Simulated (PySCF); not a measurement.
PySCF input file for Si(F)(Me)3 (C3H9FSi), SMILES C[Si](C)(F)C, B3LYP/pcSseg-1. Coordinates come from a B3LYP-D3(BJ)/def2-SVP optimisation.

```python
import numpy as np
from pyscf import gto, scf, dft
from pyscf.prop.nmr import rks as nmr

mol = gto.M(
    atom='''
    C    -1.54943164    0.89456478   -0.52816310
    Si   -0.00000000   -0.00000001    0.02257691
    C     1.54943164    0.89456477   -0.52816311
    C     0.00000000   -1.78912955   -0.52816310
    F     0.00000000    0.00000001    1.66717952
    H    -1.61219987    0.93080402   -1.62855229
    H    -2.45372957    0.38753941   -0.15468328
    H    -1.56248377    1.93122244   -0.15468328
    H     2.45372958    0.38753942   -0.15468329
    H     1.61219986    0.93080403   -1.62855230
    H     1.56248376    1.93122244   -0.15468329
    H    -0.00000000   -1.86160806   -1.62855229
    H    -0.89124581   -2.31876186   -0.15468327
    H     0.89124581   -2.31876185   -0.15468327
    ''',
    basis='pcSseg-1',
    charge=0,
    spin=0,
    max_memory=1600,
    verbose=3,
)
mf = dft.RKS(mol, xc='b3lyp')
mf.grids.level = 3
mf.conv_tol = 1e-10
mf.max_cycle = 100
mf.kernel()
n = nmr.NMR(mf)
n.verbose = 2
n.max_cycle_cphf = 60
sigma = n.kernel()
print('atom   isotropic/ppm   span/ppm')
for i, s in enumerate(sigma):
    w = np.linalg.eigvalsh((s + s.T) / 2)
    print(f'{mol.atom_symbol(i):2s}{i + 1:3d} {w.mean():14.3f} {w[2] - w[0]:11.3f}')
```

Log of the run:

```
converged SCF energy = -509.173564385491
atom   isotropic/ppm   span/ppm
C   1        178.759      16.228
Si  2        298.647      47.568
C   3        178.759      16.228
C   4        178.759      16.230
F   5        354.851      19.543
H   6         31.531       9.519
H   7         31.031      10.344
H   8         31.031      10.344
H   9         31.031      10.344
H  10         31.531       9.519
H  11         31.031      10.344
H  12         31.531       9.519
H  13         31.031      10.344
H  14         31.031      10.344
```

The calculation finished and met its thresholds.
